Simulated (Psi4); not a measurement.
C₃H₇O (SMILES C[CH-]OC), charge -1, singlet, geometry from GFN2-xTB (a gas-phase anion, which may not be bound at this level); CCSD(T)/STO-3G (Psi4 1.11).

Input for Psi4:
```
memory 2 GB

molecule mol {
-1 1
  O     0.275249   -0.584207   -0.623035
  C     0.094019    0.903338   -0.294032
  C     1.024605   -1.203596    0.342290
  C    -1.279346    1.022850    0.395882
  H    -0.065096    1.311894   -1.335595
  H     1.248775   -2.231603    0.010340
  H     1.982234   -0.682047    0.532920
  H     0.501825   -1.276230    1.317668
  H    -2.141258    0.558954   -0.131568
  H    -1.248100    0.571009    1.396632
  H    -1.516041    2.086133    0.529044
}

set basis sto-3g
set reference rhf

energy('ccsd(t)')
print_variables()
```

Task: Write the output that Psi4 gives for this input, abridged.

Result: 
```
   => Loading Basis Set <=

    Name: STO-3G
    Role: ORBITAL
    Keyword: BASIS

         ---------------------------------------------------------
                                   SCF
               by Justin Turney, Rob Parrish, Andy Simmonett
                          and Daniel G. A. Smith
                              RHF Reference
         ---------------------------------------------------------

  ==> Geometry <==

    Molecular point group: c1
    Full point group: C1

    Geometry (in Angstrom), charge = -1, multiplicity = 1:

       Center              X                  Y                   Z               Mass
    ------------   -----------------  -----------------  -----------------  -----------------
         O            0.254477095522    -0.578576464694    -0.584116574934    15.994914619570
         C            0.073247095522     0.908968535306    -0.255113574934    12.000000000000
         C            1.003833095522    -1.197965464694     0.381208425066    12.000000000000
         C           -1.300117904478     1.028480535306     0.434800425066    12.000000000000
         H           -0.085867904478     1.317524535306    -1.296676574934     1.007825032230
         H            1.228003095522    -2.225972464694     0.049258425066     1.007825032230
         H            1.961462095522    -0.676416464694     0.571838425066     1.007825032230
         H            0.481053095522    -1.270599464694     1.356586425066     1.007825032230
         H           -2.162029904478     0.564584535306    -0.092649574934     1.007825032230
         H           -1.268871904478     0.576639535306     1.435550425066     1.007825032230
         H           -1.536812904478     2.091763535306     0.567962425066     1.007825032230

  Running in c1 symmetry.

  Rotational constants: A =      0.61598  B =      0.16020  C =      0.14748 [cm^-1]
  Rotational constants: A =  18466.61884  B =   4802.53046  C =   4421.34516 [MHz]
  Nuclear repulsion =  123.844098801068156

  Charge       = -1
  Multiplicity = 1
  Electrons    = 34
  Nalpha       = 17
  Nbeta        = 17

  ==> Algorithm <==

  SCF Algorithm Type is PK.
  DIIS enabled.
  MOM disabled.
  Fractional occupation disabled.
  Guess Type is SAD.
  Energy threshold   = 1.00e-08
  Density threshold  = 1.00e-08
  Integral threshold = 1.00e-12

  ==> Primary Basis <==

  Basis Set: STO-3G
    Blend: STO-3G
    Number of shells: 19
    Number of basis functions: 27
    Number of Cartesian functions: 27
[...]
  @RHF Final Energy:  -189.86779972586260
    Total Energy =                       -189.8677997258625965
[...]
             15   3        -0.0060367566

    Largest TIjAb Amplitudes:
      8   8   2   2        -0.0405957803
     14  14   0   0        -0.0387372553
     16  16   0   0        -0.0309426932
     10  10   4   4        -0.0266032442
      9   9   3   3        -0.0262831273
     16  16   8   8        -0.0256473359
      9   9   1   1        -0.0251499117
     13  13   9   9        -0.0238058183
      6   6   1   1        -0.0230741686
      8   8   1   1        -0.0227041095

    SCF energy       (wfn)                    = -189.867799725862596
    Reference energy (file100)                = -189.867799725862739

    Opposite-spin MP2 correlation energy      =   -0.160143579502966
    Same-spin MP2 correlation energy          =   -0.019261793906993
    Singles MP2 correlation energy            =   -0.000000000000000
    MP2 correlation energy                    =   -0.179405373409959
      * MP2 total energy                      = -190.047205099272702

    Opposite-spin CCSD correlation energy     =   -0.221509841996888
    Same-spin CCSD correlation energy         =   -0.017428448247118
    Singles CCSD correlation energy           =    0.000000000000000
    CCSD correlation energy                   =   -0.238938290244006
      * CCSD total energy                     = -190.106738016106732

            **************************
            *                        *
            *        CCTRIPLES       *
            *                        *
            **************************

    Wave function   =    CCSD_T
    Reference wfn   =      RHF

    Nuclear Rep. energy (wfn)                =  123.844098801068156
    SCF energy          (wfn)                = -189.867799725862596
    Reference energy    (file100)            = -189.867799725862739
    CCSD energy         (file100)            =   -0.238938290244006
    Total CCSD energy   (file100)            = -190.106738016106732

    Number of ijk index combinations:              969
    Approx. words needed per explicit thread:            4000
    Number of threads for explicit ijk threading:    1

    MKL num_threads set to 1 for explicit threading.

    (T) energy                                =   -0.002575494533849
      * CCSD(T) total energy                  = -190.109313510640590

  Variable Map:
  ----------------------------------------------------------------------------
[...]
  Array Variable Map:
  ----------------------------------------------------------------------------
[...]
[...]
```
